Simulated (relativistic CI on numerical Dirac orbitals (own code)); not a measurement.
The 12-electron sequence from Ge XXI to Sb XL

Computed by Dirac-Coulomb-Breit CI, orbitals from a KLI potential per configuration, model QED (radiative potential, 1s self-energy scaled to tabulated hydrogen-like ionisation energies), unscaled Slater integrals (own radial code, finite nucleus).

CI space (outside the closed core [Ne]): 3s2, 3s 3p, 3p2, 3s 3d, 3d2, 3p 3d, 3p 4s. Levels of other configurations are missing.

Energies above each ion's lowest level, in eV. Levels are followed by their leading LS label, which can pass from one level to another where the coupling changes.

```csv
Ion,3s2 1S_0,3s 3p 3P°_0,3s 3p 3P°_1,3s 3p 3P°_2,3s 3p 1P°_1
Ge XXI,0,40.301,42.117,47.355,63.716
As XXII,0,42.245,44.297,50.448,67.334
Se XXIII,0,44.198,46.503,53.688,71.085
Br XXIV,0,46.163,48.733,57.086,74.983
Kr XXV,0,48.139,50.988,60.653,79.041
Rb XXVI,0,50.128,53.266,64.402,83.272
Sr XXVII,0,52.129,55.569,68.346,87.69
Zr XXIX,0,56.171,60.241,76.873,97.149
Nb XXX,0,58.214,62.611,81.484,102.22
Mo XXXI,0,60.273,65.002,86.348,107.54
Tc XXXII,0,62.347,67.414,91.48,113.13
Ru XXXIII,0,64.438,69.848,96.897,119
Rh XXXIV,0,66.548,72.303,102.62,125.18
Pd XXXV,0,68.675,74.779,108.65,131.68
Ag XXXVI,0,70.822,77.276,115.03,138.52
Cd XXXVII,0,72.987,79.795,121.77,145.71
In XXXVIII,0,75.175,82.336,128.88,153.3
Sn XXXIX,0,77.384,84.899,136.39,161.28
Sb XL,0,79.615,87.484,144.32,169.69
```

The lowest level keeps the configuration 3s2 and J = 0 throughout.

Between Z = 48 and 51 the energy of 3s 3p 3P°_0 follows a local power law Z^1.4. For orientation: electrostatic splittings inside a shell grow about linearly with the screened charge, excitations that change n as its square, and fine structure as its fourth power; written in Z itself the exponents are larger, since the screened charge grows faster in proportion.
